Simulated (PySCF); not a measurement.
**Ir (iridium, neutral): UHF calculation**

Configuration: [Xe] 4f14 5d8 6s1, high-spin 4F determinant (an excited configuration). Calculation: PySCF 2.14, in ANO-RCC-VTZP (8s7p5d3f1g, 84 functions); scalar relativity by spin-free X2C-1e.

| Quantity | Value |
| --- | --- |
| Total energy | -17823.312795 hartree |
| One-electron energy | -24455.1353 hartree |
| Hartree (Coulomb) energy | 6979.7690 hartree |
| Exchange energy | -347.9465 hartree |
| ⟨S²⟩ | 3.7536 |
| ⟨L²⟩ | 12.043 |
| Sum of ⟨r⟩ | 45.60 bohr |
| Sum of ⟨r²⟩ | 62.25 bohr² |
| Langevin diamagnetic susceptibility | -49.3 ×10⁻⁶ cm³/mol |

```csv
shell,electrons,mean orbital energy (eV),spread (eV),"rms radius, mean of both spins (bohr)"
1s α,1,-76508.7,0,0.0197
1s β,1,-76508.7,0,0.0197
2s α,1,-13529.0,0,0.0795
2s β,1,-13528.8,0,0.0795
2p α,3,-11795.6,0,0.0727
2p β,3,-11795.4,0,0.0727
3s α,1,-3228.1,0,0.203
3s β,1,-3228.0,0,0.203
3p α,3,-2710.2,0,0.205
3p β,3,-2710.2,0,0.205
3d α,5,-2116.5,0.089,0.188
3d β,5,-2116.3,0.277,0.188
4s α,1,-721.45,0,0.450
4s β,1,-721.13,0,0.450
4p α,3,-547.87,0,0.479
4p β,3,-547.59,0,0.479
4d α,5,-326.25,0.264,0.514
4d β,5,-325.84,0.616,0.514
5s α,1,-113.66,0,1.06
5s β,1,-111.10,0,1.06
4f α,7,-79.597,0.343,0.586
4f β,7,-79.318,0.091,0.586
5p α,3,-66.556,0,1.22
5p β,3,-62.998,0,1.22
5d α,5,-11.098,0.989,1.92
5d β,3,-9.250,0,1.92
6s α,1,-7.959,0,3.39
```

Spin-orbit coupling, absent here, splits the open shell strongly.

Densities and radii are taken from the X2C orbitals without a picture-change correction, which distorts them close to the nucleus.

Spin-orbit constants ζ (cm⁻¹) from the X2C one-electron operator on these orbitals: bare nucleus, nucleus screened by l(l+1)(2l+1)/3 electrons, and screened by the Breit-Pauli mean field of the electrons.

```json
{"shell": "2p", "bare": "8196000", "screened nucleus": "7984000", "mean field": "n/a"}
{"shell": "3p", "bare": "1814000", "screened nucleus": "1766000", "mean field": "n/a"}
{"shell": "3d", "bare": "280900", "screened nucleus": "244400", "mean field": "n/a"}
{"shell": "4p", "bare": "423500", "screened nucleus": "412500", "mean field": "n/a"}
{"shell": "4d", "bare": "57410", "screened nucleus": "49960", "mean field": "n/a"}
{"shell": "4f", "bare": "11060", "screened nucleus": "7036", "mean field": "n/a"}
{"shell": "5p", "bare": "61970", "screened nucleus": "60360", "mean field": "n/a"}
{"shell": "5d", "bare": "4255", "screened nucleus": "3702", "mean field": "n/a"}
```

To first order the Landé constant is A = -1234 cm⁻¹, so the lowest level has J = 9/2 and lies 0.688 eV below the centre of the term. This holds in LS coupling only.
